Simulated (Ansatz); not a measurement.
The cluster MoO3 was relaxed with r2SCAN-D4 (def2-TZVP) in Ansatz in these states: neutral quintet, neutral triplet. The geometries follow in no particular order.

In the def2 sets Mo takes a core potential; there is no spin–orbit coupling.

A:

Cartesian coordinates in Å:
```
Mo 0.374 -0.267 0.580
O 1.348 -1.286 -0.338
O -1.340 0.257 -0.052
O -0.382 1.296 -0.190
```

B:

```xyz
4

Mo    0.2556    0.1652    0.6308
O     1.8881    0.1926    1.0388
O    -1.1061   -0.8130   -0.6549
O    -1.0376    0.4552   -1.0147
```

Problem. Judge from the bond lengths which geometry belongs to which state (an estimate).

Solution. A is the neutral triplet (Mo1–O3 1.900 Å, Mo1–O4 1.900 Å, O3–O4 1.420 Å); B is the neutral quintet (Mo1–O3 2.113 Å, Mo1–O4 2.113 Å, O3–O4 1.320 Å).

At PBE0-D4/def2-TZVP a triplet lies 0.72 eV below the neutral quintet. These are the stationary points nearest to one start from a short search; other shapes may lie lower in each state.
